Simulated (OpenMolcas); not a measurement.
A calculation on As I.

```json
{
  "Program": "OpenMolcas 26.06",
  "Method": "RASSCF",
  "Basis": "ANO-RCC-VQZP [7s6p4d2f1g]",
  "Scalar Hamiltonian": "DKH2, point nucleus",
  "Active space": "3 electrons in 9 orbitals (RAS2 4p; RAS3 4d 5s, at most 1 electron)",
  "State averaging": "2S+1 = 4 odd, 1 root; 2S+1 = 2 odd, 8 roots; 2S+1 = 4 even, 15 roots; 2S+1 = 2 even, 8 roots",
  "Spin-orbit coupling": "state interaction with AMFI integrals over the reference wave functions, term energies averaged over their components"
}
```

Problem. Which level of the active space comes out lowest?

Solution. 4s² 4p³ ⁴S°_3/2, with 100 % of that term; it is also the measured ground level.

Problem. How high does 4s² 4p² 5s ⁴P_5/2 lie?

Solution. 58177 cm⁻¹ above the lowest level; measured 52898 cm⁻¹ above the ground level, so the calculation is off by +10 %.

Problem. How high does 4s² 4p² 5s ²P_3/2 lie?

Solution. 62009 cm⁻¹ above the lowest level; measured 54605 cm⁻¹ above the ground level, so the calculation is off by +14 %.

Problem. How high does 4s² 4p² 5s ²P_1/2 lie?

Solution. 60781 cm⁻¹ above the lowest level; measured 53136 cm⁻¹ above the ground level, so the calculation is off by +14 %.

Measured values: NIST Handbook of Basic Atomic Spectroscopic Data.

Without dynamic correlation excited terms often stand tens of per cent too high (terms of higher spin than the ground term too low), and those without a measured partner can miss by more than the paired ones. ANO sets are built for valence states and can reach diffuse excited orbitals poorly, and with the s shell closed the s pⁿ⁺¹ terms that mix with these levels are absent. With the s shell closed, the reference lacks s² → p² mixing. Computed and measured levels are paired by configuration, term and J; levels that our copy of the source lacks, or whose pairing is in doubt (as where it misses far off the trend of its configuration), stay unpaired and out of the deviations. Levels of configurations outside the active space are missing.

° marks odd parity.
